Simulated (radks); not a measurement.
Question: Radial electron density D(r) = 4 pi r^2 rho(r) of an atom or ion with 28 electrons. All-electron calculation, Dirac Kohn-Sham, PBE, spin-unpolarised, spherical densities, point nucleus. Program: a radial shooting solver on a logarithmic mesh with Libxc functionals.

r (bohr),D(r) (e/bohr)
0.002148,2.140
0.002403,2.605
0.002709,3.209
0.00303,3.888
0.003389,4.697
0.003821,5.732
0.004274,6.877
0.004781,8.218
0.005348,9.777
0.006029,11.71
0.006744,13.79
0.007543,16.12
0.008505,18.92
0.009513,21.80
0.01064,24.89
0.0119,28.15
0.01342,31.74
0.01501,35.06
0.01679,38.22
0.01893,41.26
0.02117,43.59
0.02368,45.28
0.02649,46.20
0.02986,46.25
0.0334,45.46
0.03736,44.00
0.04212,42.01
0.04712,40.15
0.0527,38.75
0.05895,38.25
0.06646,39.10
0.07434,41.28
0.08315,44.59
0.09375,48.76
0.1049,52.37
0.1173,54.75
0.1312,55.14
0.1479,52.91
0.1654,48.63
0.1851,43.10
0.2086,37.26
0.2334,33.29
0.261,31.64
0.292,32.39
0.3292,34.94
0.3682,37.48
0.4118,38.69
0.4643,37.42
0.5194,33.66
0.5809,27.99
0.6498,21.45
0.7326,14.67
0.8195,9.391
0.9166,5.475
1.033,2.755
1.156,1.302
1.293,0.5486
1.446,0.2033
1.63,0.05975
1.824,0.01608

What is the nuclear charge?

Answer: Z = 37. The innermost maximum, from 1s, lies near gamma/Z bohr with gamma = sqrt(1 - (Z/c)^2) = 0.963, here 0.026 bohr (found: 0.0282), and its height grows with Z. The density is that of the rubidium ion Rb9+ in [Ar] 3d10; the configuration itself is not fixed sharply by these data, and Z only to a few units. D(r) has 3 maxima, at r = 0.0282, 0.126, 0.415 bohr, and minima at 0.0585, 0.265 bohr, inside which lie 2.08, 11.11 electrons.
